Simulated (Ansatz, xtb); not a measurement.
A geometry optimisation of GeH2S2 with r2SCAN-D4/def2-SVP

The starting geometry of this gas-phase singlet was built from a drawn formula by distance geometry and a force field; its bonds are those of `S[S][GeH]`.

```yaml
atoms:
  - { symbol: Ge, position_ang: [-2.0119, -1.8260, -0.7177] }
  - { symbol: S, position_ang: [-1.9502, 1.2230, 0.0699] }
  - { symbol: S, position_ang: [-1.0544, -0.5548, 0.7773] }
  - { symbol: H, position_ang: [-3.0735, 1.0353, 0.9057] }
  - { symbol: H, position_ang: [-3.5153, -1.7229, -0.5939] }
```

Q: Predict what becomes of its bonds when it is optimised with r2SCAN-D4/def2-SVP.

A: It keeps its bonds, and is `S[S][GeH]`.

The energy falls by 0.74 eV over 22 steps:

```csv
step,E − E(last) (eV)
1,0.745
3,0.312
6,0.230
8,0.108
10,0.039
13,0.015
15,0.011
17,0.002
20,0.000
22,0.000
```

Final geometry (Å):

```yaml
atoms:
  - { symbol: Ge, position_ang: [-1.8728, -2.3458, -0.5583] }
  - { symbol: S, position_ang: [-2.8410, 0.9553, 0.3203] }
  - { symbol: S, position_ang: [-1.4566, -0.5957, 0.7215] }
  - { symbol: H, position_ang: [-2.3218, 1.8024, 1.2421] }
  - { symbol: H, position_ang: [-3.1131, -1.6617, -1.2843] }
```

From the same start GFN2-xTB ends elsewhere, differing in Ge1–S2 (2.49 against 3.55 Å here).

The end wasn't checked by frequencies. Run with Ansatz 0.2.0, 23 s on 2 threads of Intel(R) Xeon(R) 6975P-C (Granite Rapids), on a shared host.
